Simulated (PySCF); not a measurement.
# Fractional electron number in Ti (titanium, neutral)

The 4s beta orbital of [Ar] 3d2 4s2 is emptied in steps (occupation f), with all orbitals relaxed, ending at [Ar] 3d2 4s1. Computed with PySCF 2.14 in x2c-TZVPall (6s5p4d1f, 48 functions), with scalar relativity by spin-free X2C-1e. The exact energy is a straight line in f; departures are measured from the line between the end points of the same method.

**Question.** Among UHF, LDA, PBE, which shows the largest delocalisation error (convex curve), and which is closest to linear?

**Answer.** Most convex: LDA (-0.667 eV at f = 0.5); closest to linear: UHF (0.041 eV).

```
   f  UHF (eV)  LDA (eV)  PBE (eV)
   1     0.000     0.000     0.000
0.75     0.033    -0.499    -0.480
 0.5     0.041    -0.667    -0.642
0.25     0.028    -0.501    -0.481
   0     0.000     0.000     0.000
```

| method | E(f=0) − E(f=1) (eV) | −ε at f=1 (eV) | −ε at f=0.5 (eV) |
| --- | --- | --- | --- |
| UHF | 5.561 | 5.752 | 5.550 |
| LDA | 6.942 | 4.297 | 6.935 |
| PBE | 6.708 | 4.162 | 6.700 |

Reference removal energy between the ground levels: 6.828 eV (measured; NIST Atomic Spectra Database, ionization energies). The calculation has no spin-orbit coupling. UHF lacks correlation.
